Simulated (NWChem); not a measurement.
System: ZrH4O2; SMILES [ZrH2]([OH])[OH]

The following NWChem deck was run.

```
start job
memory heap 200 mb stack 900 mb global 1100 mb
geometry units angstroms noautoz
  Zr     0.000000     0.000000    -0.129561
  O      1.619356     0.046339     0.868897
  H      2.305186     0.119177     1.532785
  O     -1.619356    -0.046339     0.868897
  H     -2.305186    -0.119177     1.532785
  H      0.045176    -1.538066    -1.188552
  H     -0.045176     1.538066    -1.188552
end
basis spherical
  * library def2-svpd
end
ecp
  Zr library def2-ecp
end
dft
  xc b3lyp
  iterations 150
end
tddft
  cis
  nroots 6
  notriplet
end
task tddft energy
```

Structure relaxed at the PBE0/def2-SVP level. No frequency run checked for a minimum. B3LYP is NWChem's, with the RPA form of VWN correlation. def2 effective core potentials on Zr; no spin-orbit coupling.

Vertical excitations in the gas phase.

### Question
Give the results of this calculation. (B3LYP/def2-SVPD with def2 effective core potentials on Zr, TDA.) Quantities: lowest excitation, singlet (eV); oscillator strength of that lowest state; lowest state with f > 0.02, singlet (eV); oscillator strength of that bright state; orbital gap (eV).

### Answer
* **lowest excitation, singlet (eV)**: 4.31
* **oscillator strength of that lowest state**: 0.000
* **lowest state with f > 0.02, singlet (eV)**: 5.22
* **oscillator strength of that bright state**: 0.049
* **orbital gap (eV)**: 5.81
